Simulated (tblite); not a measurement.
Species: C7H15FSi.
Cartesian coordinates in Å at the GFN2-xTB level; atoms count from 1:
```xyz
24
C7H15FSi angstrom
C     -2.6305   -0.6798   -0.4222
C     -1.4232    0.2253   -0.6437
C     -0.6225    0.4992    0.6333
C      0.4236    1.6039    0.4249
C      1.4753    1.2957   -0.6404
Si     2.3830   -0.3228   -0.2334
C      0.9922   -1.4956    0.3293
C     -0.0032   -0.7749    1.2239
F      0.6424   -0.4256    2.4055
H     -3.2271   -0.7360   -1.3301
H     -2.3248   -1.6895   -0.1597
H     -3.2592   -0.2916    0.3764
H     -1.7741    1.1866   -1.0274
H     -0.7778   -0.2169   -1.4031
H     -1.3235    0.8728    1.3916
H     -0.1051    2.5255    0.1625
H      0.9265    1.7783    1.3784
H      2.1770    2.1295   -0.6845
H      1.0016    1.2450   -1.6216
H      3.0465   -0.8818   -1.4179
H      3.3429   -0.1163    0.8537
H      0.4525   -1.9130   -0.5189
H      1.3983   -2.3392    0.8882
H     -0.8027   -1.4589    1.5431
```

All values are computed: GFN2-xTB (tblite) harmonic vibrations without scaling, gas phase. The method is semi-empirical: single wavenumbers can be off by several per cent or more. Modes of hydrogen on silicon can be 10 to 20 % off. One conformer, not necessarily the lowest.

Harmonic wavenumbers (cm⁻¹): 61.7, 82.1, 122.9, 189.4, 215.0, 235.6, 288.7, 315.8, 352.5, 392.8, 447.3, 476.2, 499.9, 563.0, 648.9, 661.2, 690.9, 746.2, 766.9, 780.7, 802.5, 832.6, 857.0, 921.7, 944.6, 986.1, 996.4, 1049.7, 1076.1, 1095.7, 1109.8, 1149.7, 1177.5, 1185.5, 1188.6, 1242.3, 1260.4, 1287.4, 1299.6, 1316.0, 1329.6, 1346.1, 1356.6, 1368.0, 1418.2, 1465.9, 1485.9, 1501.2, 1503.0, 1504.8, 1513.0, 2225.2, 2258.0, 2881.6, 2910.3, 2942.6, 2966.9, 2972.9, 2986.8, 2990.1, 2992.8, 2998.8, 3010.9, 3031.2, 3033.1, 3043.1.

A = 1775, B = 1072, C = 946.8 MHz; mass 146.093 u (most abundant isotopes); point group C1, symmetry number 1.

**Question.** What is the zero-point energy?

**Answer.** Half the sum of the wavenumbers: 44677 cm⁻¹ = 534.45 kJ/mol.

**Question.** What is S at 273.15 K and 1 bar for an ideal gas of classical rigid rotors and harmonic oscillators?

**Answer.** Translation 169.20, rotation 122.63, vibration 107.29: S = 399.1 J/(mol K).

**Question.** And Cp and H(273.15 K) − H(0)?

**Answer.** Cp = 165.47 J/(mol K), of which vibrations give 132.21 (their classical limit is 66 R = 548.8); H(273.15 K) − H(0) = 25.73 kJ/mol without the zero-point energy, 16.64 from vibrations.

**Question.** Blend soft modes into free rotors: weight 1/[1 + (100 cm⁻¹/ν̃)⁴] for the oscillator and the rest for a rotor with moment μB/(μ + B), μ = h/(8π²ν), B = 10⁻⁴⁴ kg m². What vibrational entropy results?

**Answer.** 101.44 J/(mol K) in place of 107.29, which changes −T·S at 273.15 K by +1.60 kJ/mol.

**Question.** Which modes carry the vibrational entropy at 273.15 K?

**Answer.** 61.7 cm⁻¹: 17.70; 82.1 cm⁻¹: 15.35; 122.9 cm⁻¹: 12.07; 189.4 cm⁻¹: 8.67; 215.0 cm⁻¹: 7.71; 235.6 cm⁻¹: 7.03 J/(mol K); the other 60 give 38.76 together.

**Question.** How do the functions run with temperature in this model?

**Answer.** 
```
 T (K)  S (J/(mol K))  Cp (J/(mol K))  H − H(0) (kJ/mol)  G − H(0) (kJ/mol)  ln q(vib)
    50          244.4            50.7               1.98             -10.24       0.32
   100          286.9            75.1               5.12             -23.57       1.27
298.15          414.2           179.6              30.04             -93.46       6.25
373.15          459.1           221.4              45.09            -126.21       8.33
   500          532.8           283.6              77.26            -189.16      11.98
   750          665.8           371.6             159.98            -339.36      19.28
  1000          781.1           429.2             260.56            -520.58      26.32
```

q(vib) and H(0) count from the zero-point level.

Hindered rotation and anharmonicity are outside this model. Other conformers, if any are populated, would add a mixing term that is left out. The structure is chiral; the term R ln 2 for an equal mix with its mirror image is left out.

The run took 2.0 s of wall time on one thread, Arm Neoverse N1 (aarch64), no GPU (shared host). This covers the Hessian and the dipole derivatives.
